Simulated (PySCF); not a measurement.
Job for PySCF: R-HF/3-21G on C2H10Si (a complex), monomers drawn apart or pushed together.

```python
from pyscf import gto, scf, dft, mp
from pyscf.data.elements import chemcore

mol = gto.M(
    atom='''
    C    -0.08744108    0.01240354    0.32097134
    H    -0.33357381   -0.40106950   -0.65602036
    H     0.57247743   -0.67456127    0.84870774
    H     0.41208120    0.97190498    0.19233665
    H    -1.00193496    0.15110197    0.89594749
    C     0.68677805    1.12821158    7.11007873
    Si   -0.11637430   -0.55184731    7.33321745
    H     0.77395116    1.37924721    6.05218174
    H     1.68760900    1.14063836    7.54553574
    H     0.09742456    1.90764104    7.59649866
    H    -1.47755717   -0.56574217    6.74466134
    H    -0.23031852   -0.88664733    8.77418316
    H     0.68668631   -1.60972231    6.67328324
    ''',
    basis='3-21g',
    charge=0, spin=0, verbose=3, max_memory=1800)
mf = scf.RHF(mol)
mf.conv_tol = 1e-8
mf.max_cycle = 100
mf.kernel()
if not mf.converged:
    mf = mf.newton().run(mf.mo_coeff, mf.mo_occ)
```

It printed:

```
converged SCF energy = -368.502157501649
```

Self-consistency was reached.

Cost: roughly 0.13 core-seconds.
